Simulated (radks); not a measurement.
Task: These are the eigenvalues of the occupied orbitals of an atom or ion with whole-number occupations (eV). All-electron calculation, Dirac Kohn-Sham, PBE, spin-unpolarised, spherical densities, point nucleus. Program: a radial shooting solver on a logarithmic mesh with Libxc functionals.

1s1/2: -71567.43
2s1/2: -12402.95
2p1/2: -11866.41
2p3/2: -10426.56
3s1/2: -2874.556
3p1/2: -2635.435
3p3/2: -2322.739
3d3/2: -1921.878
3d5/2: -1854.014
4s1/2: -603.2354
4p1/2: -503.5255
4p3/2: -430.5841
4d3/2: -267.0854
4d5/2: -253.6114
5s1/2: -89.2232
5p1/2: -59.0035
5p3/2: -47.9052
4f5/2: -47.8552
4f7/2: -45.3425
5d3/2: -9.0589
5d5/2: -8.0787
6s1/2: -7.7547
6p1/2: -2.9152
6p3/2: -2.2068

Which element is it, and in what charge state? The configuration may be excited. Open shells, if any, are shared by 2j + 1.

Result: Z = 75, rhenium, charge 0: Re in [Xe] 4f14 5d4 6s2 6p1. The list shows which subshells hold electrons but not how many an open one holds; the 1s level, -2630.1 hartree, gives Z - s = 72.5 by -(Z - s)^2/2, which with screening and relativity narrows Z to a few neighbours, and the depths of the outer levels then fix element, charge and occupations together.
